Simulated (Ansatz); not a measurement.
Steps of a relaxation of `C[O][Ti]([Cl])([O]C)[O]C` with RKS PBE0-D4/def2-TZVP.

```sh
$ ansatz run in.yaml --threads 4 --pin off --events-out ev --progress --plain --max-ram 66560MiB --backend cuda --devices 0, --max-vram 37GiB
```

```yaml
crystal:
  periodic: [false, false, false]
  atoms:
    - {symbol: C, position_ang: [0.960262, 0.418625, 2.651565]}
    - {symbol: O, position_ang: [1.081658, 0.047734, 1.310687]}
    - {symbol: Ti, position_ang: [0.480969, -0.799825, -0.132357]}
    - {symbol: Cl, position_ang: [1.702889, -2.649471, -0.493886]}
    - {symbol: O, position_ang: [0.597177, 0.293723, -1.533498]}
    - {symbol: C, position_ang: [1.069034, 1.522376, -2.005782]}
    - {symbol: O, position_ang: [-1.232161, -1.240473, 0.086096]}
    - {symbol: C, position_ang: [-2.499807, -1.198311, -0.503278]}
    - {symbol: H, position_ang: [1.636288, -0.196069, 3.287237]}
    - {symbol: H, position_ang: [1.243526, 1.486686, 2.786137]}
    - {symbol: H, position_ang: [-0.082299, 0.284886, 3.020285]}
    - {symbol: H, position_ang: [1.453039, 2.158628, -1.175781]}
    - {symbol: H, position_ang: [1.894626, 1.366015, -2.735499]}
    - {symbol: H, position_ang: [0.255666, 2.077670, -2.524506]}
    - {symbol: H, position_ang: [-2.496565, -0.587342, -1.435156]}
    - {symbol: H, position_ang: [-3.242861, -0.759460, 0.199888]}
    - {symbol: H, position_ang: [-2.840542, -2.225792, -0.762052]}
basis:
  gaussian: {orbitals: def2-TZVP}
hamiltonian: {xc: pbe0, dispersion: d4}
relax: {f_tol: 0.005, max_steps: 150}
```

Positions (Å) and forces (eV/Å) along the path, 9 of 14 steps:

```xyz
17
step=1 energy=-45026.9277 eV
C     0.960    0.419    2.652   -0.033    0.123    0.475
O     1.082    0.048    1.311   -0.131   -0.076    0.031
Ti    0.481   -0.800   -0.132   -0.122    0.210    0.020
Cl    1.703   -2.649   -0.494   -0.079    0.121    0.022
O     0.597    0.294   -1.533    0.082    0.063    0.144
C     1.069    1.522   -2.006    0.178    0.422   -0.168
O    -1.232   -1.240    0.086    0.030    0.080   -0.145
C    -2.500   -1.198   -0.503   -0.446    0.005   -0.216
H     1.636   -0.196    3.287   -0.342    0.283   -0.391
H     1.244    1.487    2.786   -0.147   -0.555   -0.150
H    -0.082    0.285    3.020    0.532    0.046   -0.253
H     1.453    2.159   -1.176   -0.213   -0.374   -0.404
H     1.895    1.366   -2.735   -0.434    0.010    0.398
H     0.256    2.078   -2.525    0.376   -0.346    0.298
H    -2.497   -0.587   -1.435    0.048   -0.314    0.500
H    -3.243   -0.759    0.200    0.453   -0.212   -0.317
H    -2.841   -2.226   -0.762    0.246    0.515    0.155
17
step=3 energy=-45026.9907 eV
C     0.943    0.413    2.642   -0.006    0.011    0.040
O     1.068    0.056    1.303    0.001   -0.015   -0.041
Ti    0.475   -0.781   -0.136   -0.020    0.014    0.007
Cl    1.695   -2.622   -0.498    0.009   -0.010   -0.003
O     0.595    0.306   -1.528   -0.004   -0.022    0.038
C     1.078    1.523   -2.004    0.012    0.029   -0.025
O    -1.226   -1.225    0.088    0.044    0.016   -0.010
C    -2.493   -1.194   -0.492   -0.040   -0.009   -0.003
H     1.617   -0.193    3.255    0.006   -0.005   -0.001
H     1.207    1.466    2.772    0.000    0.006   -0.003
H    -0.083    0.261    2.995   -0.006   -0.005   -0.004
H     1.472    2.138   -1.188    0.002   -0.003    0.007
H     1.879    1.347   -2.729    0.003   -0.007   -0.004
H     0.274    2.073   -2.503   -0.006    0.001   -0.001
H    -2.493   -0.597   -1.410    0.005    0.004   -0.003
H    -3.213   -0.761    0.209   -0.001    0.003    0.008
H    -2.815   -2.211   -0.736    0.003   -0.008    0.002
17
step=4 energy=-45026.9911 eV
C     0.939    0.411    2.650   -0.010   -0.008    0.018
O     1.059    0.028    1.318    0.002    0.009   -0.025
Ti    0.482   -0.788   -0.138    0.007   -0.015    0.008
Cl    1.701   -2.629   -0.504    0.008   -0.009   -0.003
O     0.628    0.311   -1.516   -0.020   -0.006    0.014
C     1.086    1.530   -2.009    0.019    0.011   -0.014
O    -1.221   -1.231    0.055    0.021    0.016    0.011
C    -2.501   -1.195   -0.493   -0.017   -0.016   -0.006
H     1.617   -0.182    3.270    0.007   -0.007    0.009
H     1.202    1.468    2.758    0.004    0.018   -0.002
H    -0.085    0.265    3.010   -0.008   -0.007   -0.001
H     1.482    2.157   -1.203    0.008    0.002    0.010
H     1.879    1.358   -2.743    0.009    0.000   -0.008
H     0.268    2.065   -2.500   -0.015    0.007   -0.009
H    -2.521   -0.597   -1.410    0.002    0.006   -0.015
H    -3.203   -0.762    0.225   -0.013    0.007    0.018
H    -2.830   -2.211   -0.730   -0.005   -0.008   -0.004
17
step=6 energy=-45026.9922 eV
C     0.920    0.400    2.653   -0.012    0.012   -0.009
O     1.058    0.060    1.309    0.017    0.021    0.052
Ti    0.476   -0.760   -0.143   -0.016   -0.025   -0.014
Cl    1.701   -2.599   -0.512   -0.008    0.014    0.003
O     0.611    0.335   -1.526    0.020    0.046   -0.006
C     1.113    1.536   -2.030   -0.010   -0.012    0.005
O    -1.223   -1.211    0.073   -0.026    0.009   -0.032
C    -2.507   -1.204   -0.473    0.018    0.004    0.018
H     1.625   -0.180    3.257   -0.013    0.011   -0.013
H     1.137    1.465    2.791   -0.008   -0.039   -0.006
H    -0.097    0.198    3.007    0.030    0.003   -0.012
H     1.561    2.140   -1.233   -0.014   -0.024   -0.025
H     1.876    1.329   -2.788   -0.024    0.005    0.022
H     0.304    2.110   -2.496    0.027   -0.018    0.012
H    -2.540   -0.618   -1.397    0.001   -0.012    0.014
H    -3.213   -0.772    0.244    0.012   -0.009   -0.011
H    -2.820   -2.230   -0.695    0.007    0.014    0.002
17
step=7 energy=-45026.9926 eV
C     0.914    0.397    2.655   -0.014    0.002   -0.012
O     1.057    0.062    1.310    0.014    0.009    0.029
Ti    0.476   -0.754   -0.145   -0.019    0.000   -0.006
Cl    1.703   -2.591   -0.515   -0.005    0.006    0.000
O     0.614    0.345   -1.524    0.016    0.025   -0.007
C     1.122    1.538   -2.037   -0.001   -0.014    0.010
O    -1.223   -1.204    0.067   -0.016    0.003   -0.019
C    -2.511   -1.206   -0.467    0.019   -0.006    0.007
H     1.627   -0.175    3.258   -0.009    0.011   -0.007
H     1.114    1.464    2.795   -0.008   -0.031    0.000
H    -0.100    0.177    3.008    0.026    0.009   -0.006
H     1.588    2.138   -1.247   -0.016   -0.013   -0.023
H     1.872    1.322   -2.804   -0.017    0.003    0.015
H     0.314    2.120   -2.493    0.021   -0.010    0.012
H    -2.554   -0.625   -1.394   -0.002   -0.002    0.015
H    -3.213   -0.776    0.254    0.009   -0.003   -0.012
H    -2.820   -2.234   -0.683    0.003    0.008    0.005
17
step=8 energy=-45026.9930 eV
C     0.902    0.389    2.658   -0.009    0.012    0.004
O     1.059    0.068    1.312    0.002   -0.003   -0.001
Ti    0.476   -0.741   -0.148   -0.001    0.001    0.004
Cl    1.702   -2.576   -0.524    0.001   -0.004   -0.001
O     0.620    0.360   -1.525    0.004   -0.002    0.000
C     1.139    1.542   -2.050   -0.006    0.010    0.006
O    -1.222   -1.194    0.061    0.000   -0.005    0.000
C    -2.516   -1.212   -0.455    0.002    0.025    0.005
H     1.628   -0.168    3.259   -0.004   -0.001   -0.002
H     1.075    1.460    2.807   -0.001   -0.008   -0.002
H    -0.107    0.143    3.006    0.010   -0.002   -0.004
H     1.624    2.139   -1.270    0.003   -0.008   -0.005
H     1.874    1.311   -2.826   -0.004    0.001    0.006
H     0.334    2.135   -2.495    0.003    0.000   -0.008
H    -2.577   -0.630   -1.381   -0.002   -0.012   -0.003
H    -3.212   -0.785    0.274   -0.004   -0.005    0.003
H    -2.818   -2.242   -0.663    0.005    0.001   -0.004
17
step=10 energy=-45026.9931 eV
C     0.893    0.384    2.657   -0.006    0.004    0.005
O     1.062    0.074    1.309    0.005   -0.004   -0.006
Ti    0.477   -0.733   -0.151    0.000    0.001    0.001
Cl    1.701   -2.570   -0.529    0.000   -0.002    0.000
O     0.622    0.368   -1.527   -0.003   -0.004    0.001
C     1.147    1.544   -2.057    0.005    0.002   -0.002
O    -1.219   -1.186    0.063    0.001    0.003    0.003
C    -2.516   -1.211   -0.443   -0.001   -0.002   -0.005
H     1.623   -0.166    3.258    0.001    0.001    0.000
H     1.049    1.456    2.814   -0.001   -0.004    0.000
H    -0.114    0.120    2.997    0.002    0.002    0.000
H     1.640    2.139   -1.281   -0.001    0.002    0.001
H     1.879    1.305   -2.835    0.001    0.000    0.000
H     0.347    2.142   -2.504   -0.002    0.001    0.000
H    -2.589   -0.631   -1.370    0.000    0.002    0.003
H    -3.211   -0.791    0.291    0.000    0.000    0.000
H    -2.812   -2.244   -0.652   -0.001   -0.002    0.001
17
step=12 energy=-45026.9932 eV
C     0.889    0.382    2.653    0.000   -0.001   -0.002
O     1.077    0.067    1.309    0.002   -0.001    0.001
Ti    0.482   -0.735   -0.151   -0.004   -0.001   -0.003
Cl    1.689   -2.580   -0.541    0.001    0.001    0.002
O     0.626    0.368   -1.527    0.001   -0.001    0.000
C     1.148    1.545   -2.058   -0.002    0.000    0.001
O    -1.216   -1.176    0.072    0.002    0.000    0.000
C    -2.513   -1.208   -0.437    0.000    0.001    0.001
H     1.616   -0.160    3.265   -0.001    0.001   -0.001
H     1.035    1.456    2.807    0.000    0.000    0.001
H    -0.119    0.112    2.983    0.001    0.000    0.001
H     1.633    2.145   -1.281    0.000    0.000   -0.001
H     1.886    1.307   -2.830    0.000    0.000    0.000
H     0.347    2.136   -2.512    0.001    0.000    0.000
H    -2.588   -0.621   -1.358   -0.001    0.000    0.000
H    -3.211   -0.799    0.300    0.001   -0.001    0.000
H    -2.800   -2.241   -0.653    0.000    0.001    0.000
17
step=14 energy=-45026.9932 eV
C     0.888    0.382    2.652    0.001    0.000    0.000
O     1.077    0.067    1.308   -0.001    0.001    0.001
Ti    0.483   -0.736   -0.152    0.001    0.000    0.001
Cl    1.693   -2.580   -0.539    0.000    0.000    0.000
O     0.626    0.367   -1.528    0.000    0.001    0.000
C     1.148    1.544   -2.058    0.000    0.000    0.000
O    -1.215   -1.177    0.071    0.000   -0.001   -0.002
C    -2.513   -1.207   -0.436   -0.001    0.001    0.001
H     1.616   -0.159    3.265    0.000    0.000    0.000
H     1.033    1.456    2.806    0.000    0.000    0.000
H    -0.120    0.111    2.982    0.000    0.000   -0.001
H     1.630    2.146   -1.280    0.000    0.000    0.000
H     1.889    1.307   -2.828    0.000    0.000    0.000
H     0.347    2.134   -2.515    0.000    0.000    0.000
H    -2.589   -0.615   -1.354    0.000    0.000    0.000
H    -3.210   -0.801    0.304    0.000    0.000    0.000
H    -2.801   -2.239   -0.657    0.001    0.000    0.000
```

Hardware: 4 threads of an AMD EPYC 7R13 on a shared host and a share of an NVIDIA H100 80 GB. Wall time 47 s, peak host memory 1 GiB.
